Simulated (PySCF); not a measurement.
# One molecule, several mistakes: CGe2H6O

Calculated results; nothing here was measured. They come from PySCF 2.14.0, an open-source quantum chemistry program, on an isolated molecule that a program drew, which may never have been made. The molecule is CGe2H6O (charge 0, singlet), drawn as the SMILES string `[OH][GeH2][CH2][GeH]`.

Each row is a Hartree-Fock (HF) and frozen-core CCSD(T) single point in the cc-pVDZ basis, meant for a local HF minimum. Run 1 is clean. Each other run has one planted mistake out of seven kinds, and not every kind appears here: one electron removed, one electron added, multiplicity raised by two, geometry at a saddle point, minimal basis STO-3G, one bond length entered in bohr, all coordinates scaled. The reference is restricted for singlets and unrestricted otherwise, and also for a bond in bohr. Adding or removing an electron swaps singlet and doublet. Electrons count all cores. HOMO and LUMO are orbital energies over both spins, the gradient is its largest component, and the lowest frequency (negative if imaginary) is given only where the gradient is small. Bond lengths are over the 9 bonds as drawn. T1 is the CCSD diagnostic: over 0.02 (restricted) or 0.045 (unrestricted) a single reference is doubtful. Germanium has the cc-pVDZ-PP basis, with a core potential (ECP10MDF) in place of its 10 inner electrons, and its 3s, 3p and 3d shells are frozen in CCSD(T).

Geometry of the clean run:
```xyz
10
CGe2H6O, angstrom
O    -1.2848    1.1208   -2.7113
Ge   -0.7655    1.4420   -1.0341
C    -1.6599    0.2206    0.2153
Ge   -1.8836    0.9306    2.0742
H    -1.1105    0.2451   -3.0240
H     0.7546    1.2805   -0.9227
H    -1.1699    2.9005   -0.8148
H    -1.0298   -0.6763    0.2756
H    -2.6304   -0.0637   -0.1981
H    -0.3276    1.1645    2.3159
```

```
run  electrons  basis functions  <S^2>  HOMO (eV)  LUMO (eV)  gradient (hartree/bohr)  lowest frequency (cm^-1)  mean bond (Å)  longest bond (Å)      T1  HF (hartree)  CCSD(T) (hartree)                 mistake
  1         84              104  0.000      -8.82       0.43                  2.2e-05                        34         1.5045             2.002  0.0131    -702.96249         -703.53778                no fault
  2         84              104  0.000      -8.71       0.58                  4.2e-02                         -         1.4488             1.928  0.0124    -702.94891         -703.51712  all coordinates scaled
  3         85              104  0.764      -1.05       7.47                  2.9e-02                         -         1.5045             2.002  0.0133    -702.97310         -703.55616      one electron added
  4         83              104  0.774     -16.10      -6.91                  3.9e-02                         -         1.5045             2.002  0.0219    -702.67427         -703.22644                       ?
  5         84              104  0.982      -8.94       0.46                  9.3e-03                         -         1.6557             2.890  0.0521    -702.85610         -703.41971                       ?
```

**Which mistake was planted in run 4, and what did it cost?**

It counts 83 electrons, one fewer than the clean run, at the same geometry and basis. So the mistake is: one electron removed. Subtracting run 1 and multiplying by 627.51 kcal/mol a hartree, the energy moved by 180.9 kcal/mol in HF and 195.4 kcal/mol in CCSD(T).

**Which mistake was planted in run 5, and what did it cost?**

The mean bond changes by a factor of 1.100 and the longest by 1.444, so the molecule wasn't scaled as a whole. A length L in bohr read as angstrom grows by (1/0.5292 - 1) L = 0.890 L. The 9 bonds together grew by 9 x 0.1512 = 1.361 Å, which gives L = 1.529 Å. That is the length of one of the Ge-H bonds, 1.529 Å in the clean geometry. So the mistake is: one bond length entered in bohr. Subtracting run 1 and multiplying by 627.51 kcal/mol a hartree, the energy moved by 66.8 kcal/mol in HF and 74.1 kcal/mol in CCSD(T).

Cautions from the logs. Run 5: T1 is over the limit, so its CCSD(T) energy is less reliable.
